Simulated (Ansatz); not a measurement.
Bond stretch in GaH, singlet.

Methods: RHF/cc-pVTZ (Ansatz, a program for electronic structure); RMP2 = MP2 on RHF/cc-pVTZ, cores with 3d frozen (Ansatz); UHF/cc-pVTZ (Ansatz); UMP2 = MP2 on UHF/cc-pVTZ, cores with 3d frozen run with Ansatz; UCCSD = CCSD on UHF/cc-pVTZ, cores with 3d frozen (Ansatz); UCCSD(T) = CCSD(T) on UHF/cc-pVTZ, cores with 3d frozen run with Ansatz; RKS-CAM-B3LYP = restricted CAM-B3LYP/cc-pVTZ in Ansatz; UKS-CAM-B3LYP = unrestricted CAM-B3LYP/cc-pVTZ in Ansatz; RKS-PBE0 = restricted PBE0/cc-pVTZ in Ansatz; UKS-PBE0 = unrestricted PBE0/cc-pVTZ (Ansatz); RKS-PBE = Ansatz with restricted PBE/cc-pVTZ; UKS-PBE = unrestricted PBE/cc-pVTZ in Ansatz; FCI = full CI/cc-pVTZ, cores with 3d frozen (Ansatz).

All curves are set to zero at 1.68 Å and compared with full CI in the same basis at 1.68, 1.75, 1.79, 1.82, 1.92, 2.09, 2.27, 2.54, 2.73, 3.00, 3.37, 3.65, 4.19, 4.60, 5.04, 5.91, 6.68 Å.

Question: Which method stays most parallel to full CI over these points, and which least?

Answer: UCCSD(T) has the smallest spread and RHF the largest. In order (kJ/mol): UCCSD(T) 9.59, UKS-PBE 9.99, UCCSD 13.89, UKS-CAM-B3LYP 15.54, UKS-PBE0 17.70, UMP2 56.37, RKS-PBE 83.76, UHF 95.35, RMP2 126.45, RKS-PBE0 138.26, RKS-CAM-B3LYP 189.72, RHF 258.71.

Errors against full CI at some of the points (kJ/mol):

| method | 2.09 Å | 2.54 Å | 3.37 Å | 4.19 Å | 6.68 Å |
|---|---|---|---|---|---|
| UCCSD(T) | 0.3 | 1.6 | 8.4 | 4.4 | -0.7 |
| UKS-PBE | -4.9 | -9.5 | -8.3 | -9.8 | -5.6 |
| UCCSD | 1.0 | 4.4 | 12.1 | 3.7 | -1.8 |
| UKS-CAM-B3LYP | 4.9 | 10.8 | 9.9 | 3.1 | 4.3 |
| UKS-PBE0 | 1.5 | 4.5 | 3.9 | -4.8 | -8.3 |
| UMP2 | 5.4 | 34.2 | 16.2 | -9.3 | -16.3 |
| RKS-PBE | -4.9 | -9.5 | -3.2 | 23.2 | 73.8 |
| UHF | 7.1 | 11.1 | -44.8 | -76.1 | -84.2 |
| RMP2 | 5.4 | 14.7 | 46.0 | 92.4 | 107.4 |
| RKS-PBE0 | 1.5 | 4.5 | 24.5 | 63.9 | 138.3 |
| RKS-CAM-B3LYP | 4.9 | 10.8 | 37.4 | 86.3 | 189.7 |
| RHF | 7.1 | 17.9 | 55.2 | 117.6 | 258.7 |

The restricted form behind RHF, RMP2, RKS-CAM-B3LYP, RKS-PBE0, RKS-PBE keeps the bonding electrons paired and can't separate into open-shell fragments. The T1 diagnostic of CCSD on the restricted reference of RMP2 exceeds 0.045 at 3.00 to 6.68 Å. The unrestricted determinant behind UHF, UMP2, UCCSD, UCCSD(T) is spin-contaminated at 1.27 to 1.50, 2.54 to 6.68 Å (<S²> up to 1.0, against 0.00 for a pure singlet). The unrestricted determinant behind UKS-CAM-B3LYP, UKS-PBE0 is spin-contaminated at 3.00 to 6.68 Å (<S²> up to 1.0, against 0.00 for a pure singlet). The unrestricted determinant behind UKS-PBE is spin-contaminated at 3.37 to 6.68 Å (<S²> up to 1.0, against 0.00 for a pure singlet).
